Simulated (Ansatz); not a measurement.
Frontier orbitals of `[O]=[Mo](=[S])([Cl])[Cl]`.

```xyz
5

O     1.046   -1.291   -0.546
Mo    0.055   -0.066   -0.027
S    -1.809   -0.341   -0.938
Cl   -0.192   -0.200    2.191
Cl    0.901    1.898   -0.679
```

Charge 0, multiplicity 1. Correlated methods include outer-core shells of Mo, which these sets cover unevenly. Mo takes the def2 core potential. The geometry is a stationary point of PBE0-D4/def2-TZVP. Basis def2-TZVPP, the Gaussian-basis code of Ansatz.

Orbital energies of one run (eV). Highest occupied ones, from the top: -6.95, -7.47, -8.31, -8.36, -8.61, -8.88, -9.46, -10.07, -10.14, -10.60, -10.77, -10.82, -17.25, -20.66. Empty: -4.41, -4.12, -3.16, -2.60, -1.88, -0.53.

(1) Which functional gave them?
A. LC-ωPBE
B. BHLYP
C. HSE06 (plane-wave form)
D. BLYP

## Answers

(1) D. HOMO energies: BLYP -6.95, HSE06 -7.99, BHLYP -9.49, LC-ωPBE -11.02 eV.

LC-ωPBE has ω = 0.4 bohr⁻¹.
